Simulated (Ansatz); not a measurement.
Computed with Ansatz on PBE0-D4/def2-TZVP structures; ΔE is electronic, products minus reactants. CCSD(T)/CBS is the MP2 limit (def2-TZVPP, def2-QZVPP) plus CCSD(T) − MP2 in def2-TZVPP, frozen cores. DFT in def2-TZVPP. B3LYP here is the variant with VWN-RPA as its local correlation; programs differ in this.

Consider the isomerisation: `[SiH3][SiH]1CBC1` → `BC1C[SiH2][SiH2]1`.

Task: Is it downhill or uphill in electronic energy at CCSD(T)/CBS, and by how much? (Best estimate.)

Result: The calculation gave: Uphill: ΔE = +0.82 eV.

Task: What do these levels give: r2SCAN-D4, B3LYP-D4, PBE, r2SCAN, MP2/def2-TZVPP, MP2/CBS(def2)? (An estimate is asked.)

Result: The calculation gave: r2SCAN-D4 0.91, B3LYP-D4 0.88, PBE 0.88, r2SCAN 0.92, MP2/def2-TZVPP 0.80, MP2/CBS(def2) 0.79 eV.

Largest T1 diagnostic among the species: 0.013.

In def2-TZVPP, CCSD(T) changes the Hartree–Fock value by −0.11 eV (the triples alone add −0.01 eV) and MP2 by −0.14 eV. The D4 term adds −0.05 eV with B3LYP and −0.02 eV with PBE0; it sums over pairs of atoms, weighted by their polarisabilities, and B3LYP, whose exchange is more repulsive, gets the larger term.
